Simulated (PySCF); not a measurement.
GaI2, multiplicity 2. Atoms are numbered in the order given.

```xyz
3

Ga     0.0000     0.0000     0.9721
I      0.0000    -2.2442    -0.2843
I      0.0000     2.2442    -0.2843
```
Charge 0, spin multiplicity 2.

Coordinates come from a B3LYP-D3(BJ)/def2-SVP optimisation. The multiplicity is an assumed one; other spin states were not compared. The isomer is the one that the SMILES or the coordinates give; other isomers of the formula were not compared. The def2 effective core potentials stand for the cores of I; spin–orbit coupling is left out.

The numbers are results of ωB97X/def2-TZVPD (PySCF), not measurements.

Mulliken values depend strongly on the basis, most of all with diffuse functions as here. ESP charges are fitted to the potential on shells at 1.4 to 2.0 van der Waals radii. Atomic charges (e):

```
atom  Mulliken  ESP fit  Mulliken spin
----  --------  -------  -------------
Ga1       0.36     0.27           0.48
I2       -0.18    -0.13           0.26
I3       -0.18    -0.13           0.26
```
